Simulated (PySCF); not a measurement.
## NMR parameters from quadrupole coupling constants

Species: C4H5FN2.
Geometry (GFN2-xTB, Å), atoms numbered from 1 in this order:
```xyz
12
C4H5FN2 angstrom
C     -1.6394   -0.2787    0.1747
N     -0.2430    0.0124    0.0039
C      0.8184   -0.8231    0.2508
C      1.9422   -0.1164   -0.0530
N      1.6121    1.1357   -0.4817
C      0.3192    1.1632   -0.4306
F     -0.4522    2.1895   -0.7613
H     -1.9262   -1.1327   -0.4414
H     -1.8530   -0.5088    1.2204
H     -2.2213    0.5905   -0.1270
H      0.6758   -1.8187    0.6150
H      2.9686   -0.4135    0.0042
```

Computed at PBE0/pcSseg-1 (PySCF, non-relativistic):

```csv
atom,environment,nucleus,spin I,Q (b),CQ = χzz (MHz),η
N2,pyrrole-type nitrogen,14N,1,0.02044,-3.410,0.221
N5,pyridine-type nitrogen,14N,1,0.02044,-4.129,0.170
```

Task: PQ = |CQ|√(1 + η²/3), νQ = 3|CQ|/[2I(2I − 1)], ν0 = |g|·7.62259 MHz/T·B with g(14N) = 0.40376: values at 18.8 T?

Result: 
```json
{"atom": "N2", "PQ (MHz)": "3.438", "νQ (MHz)": "5.115", "ν0 (MHz)": "57.86", "νQ/ν0": "0.088"}
{"atom": "N5", "PQ (MHz)": "4.149", "νQ (MHz)": "6.193", "ν0 (MHz)": "57.86", "νQ/ν0": "0.107"}
```

For N2: PQ = 3.410 × 1.0081, νQ = 3.410 × 1.5000, ν0 = 3.0777 MHz/T × 18.8 T.

Task: In the extreme-narrowing limit, with isotropic tumbling and one correlation time, the quadrupolar linewidth goes as PQ². What relative widths follow for the 14N sites?

Result: N5 1, N2 0.69, with N5 as 1.

Task: Quadrupolar 1/T1 and linewidth for τc = 4 ps (extreme narrowing, isotropic tumbling)?

Result: Rate = (3π²/10) PQ² τc (2I + 3)/[I²(2I − 1)], the same for T1 and T2; width = rate/π.

| site | spin factor (2I + 3)/[I²(2I − 1)] | 1/T1 (s⁻¹) | T1 (ms) | linewidth (Hz) |
| --- | --- | --- | --- | --- |
| 14N at N2 | 5.000 | 700 | 1.43 | 223 |
| 14N at N5 | 5.000 | 1020 | 0.981 | 324 |

Isolated species at its GFN2-xTB geometry, gas phase. GFN2-xTB bond lengths can be off by several hundredths of an ångström, more for odd bonds, and the gradients follow them. The basis is small and wasn't made for field gradients, so the couplings can be 20 % off.

The run behind these numbers computed NMR shieldings as well. The run took 9.7 s of wall time on one thread of an Intel Xeon 6975P-C, shared host with 192 logical CPUs at a one-minute load of 18, and the process peaked at 0.68 GiB of memory.
